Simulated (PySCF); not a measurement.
C3H5ClOSi, SMILES C1C=CO[Si@@H]1Cl. Geometry optimised at PBE-D3(BJ)/def2-SVP. The structure was generated by enumeration; whether it is a known compound was not checked. One conformer was computed; it need not be the lowest.

Method: PBE-D3(BJ)/def2-SVP (PySCF 2.14.0).

Harmonic wavenumbers (cm⁻¹): 84, 175, 243, 419, 454, 542, 639, 676, 702, 727, 745, 831, 839, 892, 940, 1025, 1060, 1141, 1175, 1310, 1350, 1629, 2223, 2969, 3027, 3131, 3152. Rotational constants (GHz): 4.698, 1.660, 1.476; symmetry number 1.

Question: Work out the zero-point energy and the ideal-gas rigid-rotor harmonic-oscillator thermochemistry at 298.15 K and 1 atm.

Answer: ZPE = ½ Σ hcν = ½ × 32102 cm⁻¹ = 192.01 kJ/mol. H − E(el) = 211.24 kJ/mol. Entropy in J/(mol K): translation 168.52, rotation 116.00, vibration 53.11, total 337.63. G − E(el) = 110.58 kJ/mol. Cp = 105.74 J/(mol K). Modes under 150 cm⁻¹ make the vibrational entropy uncertain.
